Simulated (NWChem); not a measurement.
Molecule: BHOBr2; SMILES B(Br)(Br)O

```xyz
5

B      0.6483     0.0143     0.0000
Br    -0.3096    -1.6571     0.0000
Br    -0.3049     1.6679     0.0000
O      1.9839     0.0471     0.0000
H      2.3929    -0.8269     0.0000
```
Atoms are numbered in this order, from 1.

Geometry: optimised at PBE0/def2-SVP. B3LYP is NWChem's, with the RPA form of VWN correlation.

Symmetry labels are those of Cs in the frame above (b1 and b2, or b-type labels, depend on it).

Problem. List the 4 lowest vertical singlet excitations from B3LYP/def2-SVPD, TDA (NWChem).

Solution. 
```
state  energy (eV)  oscillator strength  symmetry  leading excitation (squared amplitude)
-----  -----------  -------------------  --------  --------------------------------------
S1            5.81                0.000        a"                      HOMO → LUMO (1.00)
S2            6.60                0.000        a"                    HOMO−2 → LUMO (1.00)
S3            6.65                0.080        a'                    HOMO−1 → LUMO (0.77)
S4            6.69                0.079        a'                    HOMO → LUMO+1 (0.89)
```
